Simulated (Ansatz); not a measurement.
Species: bromogermane, sum formula GeH$_{3}$Br (charge 0, singlet). 
Structure (B3LYP-D3(BJ)/def2-TZVP (Ansatz, a program for electronic structure) minimum search):
```
Ge
H 1 1.5327
H 1 1.5327 2 111.72
H 1 1.5327 2 111.72 3 -125.97
Br 1 2.3318 2 107.12 4 -117.01
```
Charge 0, spin multiplicity 1.

Dipole moments at this geometry, in debye (magnitudes).

```csv
level,program,dipole (D)
SVWN5/def2-TZVPD,Ansatz,1.96
PBE/def2-TZVPD,Ansatz,1.89
BLYP/def2-TZVPD,Ansatz,1.88
revPBE/def2-TZVPD,Ansatz,1.88
r2SCAN/def2-TZVPD,Ansatz,1.97
B97M-V/def2-TZVPD,Ansatz,1.87
B3LYP/def2-TZVPD,Ansatz,1.98
BHLYP/def2-TZVPD,Ansatz,2.10
r2SCANh/def2-TZVPD,Ansatz,…
HSE06/def2-TZVPD,Ansatz,2.00
CAM-B3LYP/def2-TZVPD,Ansatz,2.08
wB97M-V/def2-TZVPD,Ansatz,2.06
wB97X-V/def2-TZVPD,Ansatz,2.09
CCSD(T)/aug-cc-pVDZ,Ansatz,…
```

Q: Fill in the missing entries.

A: 
- r2SCANh/def2-TZVPD, dipole (D): 2.01
- CCSD(T)/aug-cc-pVDZ, dipole (D): 1.98
